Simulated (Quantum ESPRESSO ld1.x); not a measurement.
Results of a calculation; reference values are marked as such.
Task: These are the eigenvalues of the occupied orbitals of an atom or ion with whole-number occupations (Ry). Code: ld1.x of Quantum ESPRESSO 7.5. Model: scalar-relativistic Kohn-Sham, LDA (Slater exchange, Perdew-Zunger correlation), spin-polarised, spherical densities, point nucleus.

orbital  eigenvalue
1s up      -1547.98
1s down    -1547.94
2s up      -234.572
2s down    -234.545
2p up      -211.808
2p down    -211.771
3s up      -53.4929
3s down    -53.4445
3p up      -46.0056
3p down    -45.9521
3d up      -33.8806
3d down    -33.8257
4s up      -19.1541
4s down    -18.8814
4p up      -16.7840

Which element is it, and in what charge state? The configuration may be excited. Open shells, if any, are filled with parallel spins first.

Result: Z = 43, technetium, charge +11: Tc11+ in [Ar] 3d10 4s2 4p2. The list shows which subshells hold electrons but not how many an open one holds; the 1s level, -773.99 hartree, gives Z - s = 39.3 by -(Z - s)^2/2, which with screening and relativity narrows Z to a few neighbours, and the depths of the outer levels then fix element, charge and occupations together.
